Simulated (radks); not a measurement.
The numbers below are computed, except where a source is named.
Effect of the nuclear size on neutral zirconium, [Kr] 4d2 5s2. Code: a radial shooting solver on a logarithmic mesh with Libxc functionals. Model: Dirac Kohn-Sham, exchange-only LDA, spin-unpolarised, spherical densities, finite nucleus; open shells fill j = l - 1/2 first; Fermi nuclear charge, rms radius 4.2694 fm. The rms radius is varied about that value; shifts are against it.

rms radius (fm)  total energy shift (eV)  density at nucleus (e/bohr^3)  1s1/2 shift (meV)  2s1/2 shift (meV)  4s1/2 shift (meV)  4p1/2 shift (meV)
3.518                             -0.351                      7.584e+04               -148              -15.6             -0.382              0.065
3.8894                            -0.185                      7.509e+04              -78.3              -8.21             -0.202              0.034
4.2694                                 0                      7.441e+04              0.000              0.000              0.000              0.000
4.6024                             0.175                      7.386e+04               74.0               7.76              0.191             -0.032
5.0635                             0.436                      7.317e+04                185               19.4              0.476             -0.081

Slopes of the eigenvalues against <r^2> in GHz/fm^2, as finite differences over the two radii next to the reference (eigenvalue slopes, not the field-shift constants of lines): 1s1/2 6080, 2s1/2 638, 4s1/2 15.7, 4p1/2 -2.66.
